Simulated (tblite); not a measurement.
**Question.** Write a Z-matrix for `CC(=O)C1=C(O[SiH2]O)[C@H]1F` as optimised with GFN2-xTB.

**Answer.** 
Z-matrix in Å and degrees, rows numbered from 1:
```
C 
C   1  1.4994
O   2  1.2283  1  122.82
C   2  1.4263  1  116.30  3   179.40
C   4  1.3339  2  147.55  1  -170.88
O   5  1.2741  4  150.66  2    -3.36
Si  6  1.7141  5  124.99  4    -0.92
O   7  1.5879  6  111.85  5    -8.86
C   5  1.4814  4   63.77  2   174.87
F   9  1.3827  4  118.79  5   105.62
H   1  1.0863  2  110.18  3     9.13
H   1  1.0875  2  110.12  3   131.22
H   1  1.0891  2  108.84  3  -110.86
H   7  1.4545  6  100.96  5   112.83
H   7  1.4515  6  100.23  5  -126.17
H   8  0.9939  7  129.57  6    17.96
H   9  1.0847  4  124.35  5  -110.16
```

Of the pairs four or more bonds apart, those above aside, C2···H16 is among the closest relative to their van der Waals radii: 2.47 Å, 85 % of the sum of Bondi's values. The C–O distances run from 1.228 Å (C2=O3, drawn double) to 1.274 Å (C5–O6, drawn single), a spread of 0.046 Å. H16 on O8 lies 1.65 Å from O3, 7 bonds away (angle at H 175°; Bondi radii sum to 2.72 Å): the geometry of an intramolecular hydrogen bond. The 3-membered ring C4–C5–C9 has internal angles of 53.3° to 63.8°.

Structure optimised with GFN2-xTB, isolated species.

Point group: C1 (no symmetry element, even within 0.4 Å). Its GFN2-xTB frequencies are all real (lowest 34 cm⁻¹). One conformer, not necessarily the lowest (C1–C2–C4–C5 -171°, C4–C5–O6–Si7 -1°, C5–O6–Si7–O8 -9°, O6–Si7–O8–H 18°).

Hardware: one thread of an Arm Neoverse V1, no GPU (shared host). Cost: 0.89 s of wall time. This is the geometry optimisation.

The numbers are calculated, not measured.
